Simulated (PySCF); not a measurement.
C3H5AlF2.
Structure used (GFN2-xTB), in Å, numbered top down from 1:
```
atom  x, y, z in Å
C1    -1.518    0.234    0.724
C2    -0.963   -0.368   -0.309
C3     0.505   -0.628   -0.425
Al4    1.497    0.555    0.837
F5     2.785   -0.033    1.688
F6     1.210    2.170    1.018
H7    -2.578    0.384    0.826
H8    -0.889    0.610    1.532
H9    -1.576   -0.724   -1.128
H10    0.815   -0.525   -1.469
H11    0.716   -1.672   -0.161
```

The closed-shell SCF was solved with PySCF and density fitting under several settings on one GFN2-xTB geometry (grid level 2 and gas phase unless stated).

```tsv
settings	basis functions	SCF cycles	E (Eh)	HOMO (eV)	LUMO (eV)	dipole (D)
B97-2/6-31G*, IEF-PCM chloroform	98	13	-559.4569	-7.06	-0.01	2.74
PBE0/def2-TZVP, energy threshold 1e-06 Eh	222	8	-559.2671	-7.83	-0.62	2.65
```

Problem. Estimate the rows for these settings: (1) mPW1PW91/pcseg-1, energy threshold 1e-06 Eh; (2) B3LYP/6-311+G(2d,p), start guess atom.

Solution. 
```
                                   settings  basis functions  SCF cycles     E (Eh)  HOMO (eV)  LUMO (eV)  dipole (D)
mPW1PW91/pcseg-1, energy threshold 1e-06 Eh              113           8  -559.4192      -7.93      -0.69        2.76
      B3LYP/6-311+G(2d,p), start guess atom              200          11  -559.7162      -7.65      -1.14        2.77
```

Problem. Over all rows, what range does the HOMO–LUMO gap span?

Solution. From 6.51 eV (B3LYP/6-311+G(2d,p), start guess atom) to 7.24 eV (mPW1PW91/pcseg-1, energy threshold 1e-06 Eh). The functional of the narrowest has 20 % exact exchange, that of the widest 25 % exact exchange.

Problem. And the dipole moment?

Solution. From 2.65 D (PBE0/def2-TZVP, energy threshold 1e-06 Eh) to 2.77 D (B3LYP/6-311+G(2d,p), start guess atom); the largest is 1.05 times the smallest, and the median is 2.75 D.

Whole jobs, the steps after the SCF included, on one thread of an Arm Neoverse N1, no GPU, on a shared host:

```tsv
settings	work after the SCF	wall time	peak memory
B97-2/6-31G*, IEF-PCM chloroform	25 singlets by full TDDFT, polarisability	23 s	0.60 GiB
PBE0/def2-TZVP, energy threshold 1e-06 Eh	spin–spin couplings from 10 perturbed nuclei, spin–dipole term for 2 of them	54 s	0.87 GiB
mPW1PW91/pcseg-1, energy threshold 1e-06 Eh	12 singlets by full TDDFT, polarisability	18 s	0.60 GiB
B3LYP/6-311+G(2d,p), start guess atom	shieldings	33 s	0.85 GiB
```

Cycle counts include a coarse-grid stage where the run had one. All basis functions are spherical, in the Pople sets too. The structure is a single GFN2-xTB conformer; no vibrational corrections.
